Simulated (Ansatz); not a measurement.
Basis-set series for Cl₃HHfS (`[SH][Hf]([Cl])([Cl])[Cl]`). Total charge 0; spin multiplicity 1. Hf takes the def2 core potential. The geometry is a stationary point of PBE0-D4/def2-TZVP. It is one conformer, not always the lowest.

| functional | basis | functions | energy (Eh) | HOMO (eV) | LUMO (eV) |
| --- | --- | --- | --- | --- | --- |
| PBE0-D4 | def2-SVP | 109 | -1826.54996 | -8.28 | -2.32 |
| PBE0-D4 | def2-TZVPP | 238 | -1827.17436 | -8.25 | -2.28 |
| ωB97M-V | def2-SVP | 109 | -1826.98772 | -10.37 | -0.18 |
| ωB97M-V | def2-TZVPP | 238 | -1827.60598 | -10.39 | -0.18 |

(1) Give the rows for def2-QZVPP. (An estimate is asked.)

## Answers

(1) Computed: 
```
functional       basis  functions  energy (Eh)  HOMO (eV)  LUMO (eV)
   PBE0-D4  def2-QZVPP        391  -1827.22695      -8.27      -2.31
   ωB97M-V  def2-QZVPP        391  -1827.65598     -10.41      -0.23
```
